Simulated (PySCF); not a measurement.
## ECD: SMILES N(C)[Si@@H]1S[SiH2][Si@H]1[SiH3], CH11NSSi4

Cartesian coordinates in Å; atom numbers follow the order of the lines, from 1:
```xyz
18

C     3.0424    0.3586   -0.3260
N     2.0470   -0.5535   -0.8293
Si    0.6657   -1.0019    0.0793
S    -0.4663   -2.3597   -1.1999
Si   -2.0829   -0.9316   -1.4532
Si   -1.0504    0.6027   -0.0007
Si   -2.1307    1.2626    1.9399
H     3.5476    0.8603   -1.1527
H     2.5467    1.1090    0.2872
H     3.7976   -0.1404    0.2907
H     2.4251   -1.2156   -1.4917
H     0.9575   -1.7713    1.2975
H    -2.2150   -0.6946   -2.8884
H    -3.3043   -1.6036   -1.0159
H    -0.6278    1.8158   -0.7396
H    -2.3483    0.1429    2.8558
H    -3.4401    1.8519    1.6572
H    -1.3726    2.2748    2.6780
```

Computed with PySCF 2.14.0, TDDFT CAM-B3LYP/def2-SVPD circular dichroism and optical rotation, one conformer, gas phase. Geometry: GFN2-xTB.

The molecule is flexible and this is one conformer; a measurement averages over conformers.

**Question.** What are the CIP labels of the stereocentres?

**Answer.** Si3 S, Si6 R.

**Question.** Which excitations and rotatory strengths does the calculation give?

**Answer.** Rotatory strengths R in 10⁻⁴⁰ esu² cm², velocity form and length form (origin at the centre of mass); f in length form.
| state | E (eV) | λ (nm) | f | R (velocity) | R (length) | main |
| --- | --- | --- | --- | --- | --- | --- |
| 1 | 5.09 | 244 | 0.015 | +2.6 | +2.8 | HOMO→LUMO 0.86 |
| 2 | 5.28 | 235 | 0.003 | +13.5 | +13.4 | HOMO−1→LUMO 0.89 |
| 3 | 5.42 | 229 | 0.005 | -13.3 | -13.1 | HOMO−1→LUMO+1 0.64, HOMO→LUMO+1 0.18 |
| 4 | 5.48 | 226 | 0.010 | +21.3 | +20.7 | HOMO→LUMO+1 0.59, HOMO−1→LUMO+1 0.15 |
| 5 | 5.67 | 219 | 0.004 | -41.6 | -41.0 | HOMO−2→LUMO 0.48, HOMO−2→LUMO+1 0.25 |
| 6 | 5.81 | 213 | 0.002 | +13.2 | +14.1 | HOMO−2→LUMO+1 0.35, HOMO−2→LUMO 0.32 |
| 7 | 5.93 | 209 | 0.029 | -3.2 | -3.4 | HOMO→LUMO+2 0.48, HOMO−1→LUMO+2 0.17 |
| 8 | 5.95 | 208 | 0.064 | +3.9 | +4.1 | HOMO−1→LUMO+2 0.52, HOMO−2→LUMO+1 0.12 |
| 9 | 6.13 | 202 | 0.040 | +58.7 | +57.4 | HOMO−2→LUMO+2 0.70, HOMO−2→LUMO+1 0.08 |
| 10 | 6.22 | 199 | 0.070 | -54.5 | -54.8 | HOMO−3→LUMO 0.30, HOMO→LUMO+3 0.17 |
| 11 | 6.52 | 190 | 0.042 | -12.0 | -10.8 | HOMO−3→LUMO 0.35, HOMO−3→LUMO+1 0.24 |
| 12 | 6.72 | 185 | 0.009 | +14.9 | +14.8 | HOMO→LUMO+3 0.27, HOMO−3→LUMO+1 0.16 |

Among the states computed, the strongest CD band (largest |R|) is state 9. The largest dissymmetry factor in size, g = 4R/(D+G), with D and G the electric and magnetic dipole strengths, is -0.083 for state 5 (velocity form, f = 0.004), among bands with |R| over 0.5. The mirror image has the same energies and oscillator strengths and all R with the opposite sign.
